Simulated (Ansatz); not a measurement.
C3H7Ga can be A, `C1[CH2][GaH][CH2]1`, or B, `C/C=[CH]\[GaH2]`.

Computed with Ansatz on PBE0-D4/def2-TZVP structures; ΔE is electronic, products minus reactants. CCSD(T)/CBS adds triple-zeta CCSD(T) − MP2 to the extrapolated MP2 energy (def2 sets, frozen cores). Functionals use def2-TZVPP. B3LYP here is the variant with VWN-RPA as its local correlation; programs differ in this. For Ga outer-core shells are correlated without core-valence functions, which leaves a few kJ/mol of doubt a bond. Scalar relativity is left out up to krypton.

Task: Which isomer does CCSD(T)/CBS put lower? Give the gap. (An estimate is asked.)

Result: The calculation gave: B, by 0.3 kcal/mol. So small a gap doesn't settle the order.

Task: Give E(B) − E(A) in kcal/mol with CCSD/def2-TZVPP, LDA (SPW92), BLYP-D4, HF/def2-TZVPP, PBE0-D4, ωB97M-V, B3LYP-D4. (Best estimate.)

Result: The calculation gave: CCSD/def2-TZVPP -1.2, LDA (SPW92) 5.1, BLYP-D4 -5.0, HF/def2-TZVPP -9.3, PBE0-D4 1.6, ωB97M-V -0.4, B3LYP-D4 -3.9. The order is the other way round with LDA (SPW92), PBE0-D4.

Task: Does the order hold for the free energy at 298.15 K (harmonic terms from PBE0-D4)? (Estimate.)

Result: The calculation gave: Yes: G(B) − G(A) = -3.6 kcal/mol.

Largest T1 diagnostic: 0.012.

From PBE to PBE0 (25 % exact exchange), in def2-TZVPP and without D4, E(B) − E(A) moves by +0.8 kcal/mol. At CCSD(T), def2-SVP lies −3.2 kcal/mol from the extrapolated value and def2-TZVPP −0.5 kcal/mol.
